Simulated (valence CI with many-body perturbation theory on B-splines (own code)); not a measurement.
Values are calculated unless marked as measured or tabulated.
## Ladder of approximations for Al VIII

Method: valence CI with perturbative core correlation (CI+MBPT): four valence electrons over a frozen Dirac-Fock core [He], a basis of 11 s, 11 p, 9 d, 7 f, 5 g, 2 h, 1 i functions for each j, with the one-electron correlation potential Σ1, the two-electron term Σ2, the three-electron term Σ3, Breit, model QED; selected CI, second order for the rest, scaled by the run's own slope (own B-spline code, finite nucleus).

No measured spectrum was set against this ion. As an estimate, levels hold to about 100 cm⁻¹ or 0.05 % of their energy and the worst to 300 or 400 cm⁻¹, as in measured light ions of charge 2 to 7. Among the levels kept, up to 270 cm⁻¹ of a level comes from second order outside the variational space, and about a tenth of that is noise between levels of different J, which matters for small intervals.

Each rung adds one term. CI alone is the Dirac-Coulomb CI over the frozen core; QED comes last and gives the full result, which names the levels. Energies are above 2s²2p² ³P_0 on the same rung, in eV.

```csv
Level,CI alone,Σ1,Σ2,Σ3,Breit,QED,Full
2s²2p² ³P_1,0.22,+0.001,0.000,0.000,-0.013,+0.001,0.21
2s²2p² ³P_2,0.60,+0.003,0.000,0.000,-0.059,+0.002,0.55
2s²2p² ¹D_2,5.84,+0.006,+0.025,-0.022,-0.046,+0.001,5.81
2s²2p² ¹S_0,11.93,+0.003,+0.090,-0.042,-0.021,0.000,11.96
2s2p³ ⁵S°_2,16.75,-0.121,-0.025,+0.019,-0.032,-0.028,16.57
2s2p³ ³D°_3,32.78,-0.114,-0.050,-0.021,-0.059,-0.029,32.51
2s2p³ ³D°_2,32.76,-0.114,-0.049,-0.021,-0.027,-0.029,32.52
2s2p³ ³D°_1,32.76,-0.114,-0.049,-0.021,-0.020,-0.029,32.53
2s2p³ ³P°_1,38.55,-0.110,-0.025,-0.033,-0.022,-0.029,38.33
2s2p³ ³P°_2,38.56,-0.110,-0.025,-0.033,-0.028,-0.029,38.34
2s2p³ ³P°_0,38.54,-0.110,-0.025,-0.033,-0.008,-0.029,38.34
2s2p³ ¹D°_2,49.70,-0.112,-0.191,-0.067,-0.040,-0.030,49.26
2s2p³ ³S°_1,50.70,-0.118,-0.310,-0.074,-0.025,-0.031,50.14
2s2p³ ¹P°_1,55.57,-0.108,-0.169,-0.079,-0.022,-0.030,55.16
2p⁴ ³P_2,76.03,-0.228,-0.262,-0.064,-0.016,-0.060,75.41
2p⁴ ³P_1,76.43,-0.226,-0.262,-0.064,-0.022,-0.058,75.79
2p⁴ ³P_0,76.59,-0.226,-0.261,-0.064,-0.034,-0.058,75.95
2p⁴ ¹D_2,80.88,-0.222,-0.225,-0.063,-0.031,-0.059,80.28
2p⁴ ¹S_0,92.16,-0.208,-0.217,-0.080,+0.001,-0.057,91.60
2s²2p3s ³P°_0,163.44,+0.195,-0.003,-0.042,-0.051,+0.011,163.55
2s²2p3s ³P°_1,163.60,+0.196,-0.003,-0.042,-0.062,+0.011,163.70
2s²2p3s ³P°_2,164.07,+0.198,-0.003,-0.042,-0.098,+0.012,164.14
2s²2p3s ¹P°_1,165.49,+0.198,-0.024,-0.042,-0.088,+0.012,165.55
2s²2p3p ¹P_1,171.49,+0.174,-0.012,-0.042,-0.067,+0.004,171.55
2s²2p3p ³D_1,172.30,+0.174,-0.012,-0.042,-0.063,+0.004,172.36
2s²2p3p ³D_2,172.47,+0.174,-0.012,-0.042,-0.070,+0.004,172.53
2s²2p3p ³D_3,172.88,+0.176,-0.011,-0.042,-0.100,+0.005,172.91
2s²2p3p ³S_1,173.75,+0.174,-0.009,-0.042,-0.077,+0.004,173.80
2s²2p3p ³P_0,174.30,+0.167,-0.024,-0.042,-0.055,+0.002,174.35
2s²2p3p ³P_1,174.51,+0.169,-0.023,-0.042,-0.073,+0.003,174.54
2s²2p3p ³P_2,174.71,+0.169,-0.023,-0.042,-0.092,+0.003,174.73
```

The middle columns are the shifts that each term adds.

Q: How does the ionisation energy move along the ladder, and which term matters most?

A: CI alone 284.60, + Σ1 284.81, + Σ2 284.80, + Σ3 284.75, + Breit 284.69, + QED 284.69 eV. The largest step is Σ1, 0.21 eV. NIST lists 284.64 ± 0.07 eV (semi-empirical).
